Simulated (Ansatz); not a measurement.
A structure relaxed at PBE0-D4/def2-TZVP, charge 0, multiplicity 1:

```csv
atom,x (Å),y (Å),z (Å)
O1,-1.233,0.525,-1.028
Al2,0.000,0.000,0.000
O3,1.570,0.592,-0.194
O4,-0.337,-1.116,1.222
H5,-1.082,1.154,-1.730
H6,2.293,0.319,0.367
H7,-1.212,-1.473,1.363
```

Give its formula and SMILES.

AlH3O3, `[OH][Al]([OH])[OH]`.

Point group (tolerance 0.08 Å, 0.16 Å for H)?

C3h.

Summarise the bond lengths by kind.

3 × Al–O 1.689 Å; 3 × H–O 0.956 Å.

Computed with Ansatz.
